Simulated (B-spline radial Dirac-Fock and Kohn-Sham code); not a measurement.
**Elastic and transport cross sections of selenium for electrons**

Method: relativistic (Dirac) partial waves in the static field of the Dirac-Fock atom with Furness-McCarthy exchange, without polarisation or absorption potentials. Computed with a radial B-spline solver. σ_tr1 and σ_tr2 weight the cross section with 1 − P₁ and 1 − P₂ of cos θ; "backward" is the share scattered beyond 90°.

```
energy (eV)  σ (a₀²)  σ_tr1 (a₀²)  σ_tr2 (a₀²)  σ/σ_tr1  backward (%)
       3280     3.40        0.270        0.442     12.6           2.4
       3470     3.29        0.248        0.414     13.2           2.2
       3550     3.24        0.240        0.402     13.5           2.2
       4260     2.89        0.183        0.322     15.8           1.7
       5000     2.61        0.144        0.262     18.2           1.4
       7650     1.97       0.0744        0.148     26.5          0.79
       7730     1.96       0.0732        0.146     26.7          0.78
       8870     1.78       0.0590        0.120     30.2          0.65
       9620     1.68       0.0518        0.107     32.5          0.58
      10000     1.64       0.0487        0.101     33.6          0.55
      11400     1.49       0.0395       0.0837     37.8          0.46
      17200        ?            ?            ?        ?             ?
      19300     1.02       0.0167       0.0377     60.8          0.23
      20000    0.990       0.0158       0.0357     62.8          0.22
      21200    0.948       0.0143       0.0326     66.2          0.20
      23700    0.871       0.0119       0.0274     73.3          0.17
      26700    0.796      0.00975       0.0227     81.7          0.15
      30000    0.728      0.00801       0.0188     90.9          0.13
      41100    0.572      0.00471       0.0113      121         0.086
      44100    0.542      0.00418       0.0101      130         0.078
      50000    0.492      0.00338      0.00824      146         0.067
```

**Question.** Fill in the row for 17.2 keV.

**Answer.** σ = 1.11 a₀², σ_tr1 = 0.0202 a₀², σ_tr2 = 0.0451 a₀², σ/σ_tr1 = 54.8, backward 0.27 %. The ratio σ/σ_tr1 is roughly the number of elastic collisions that randomise the direction.
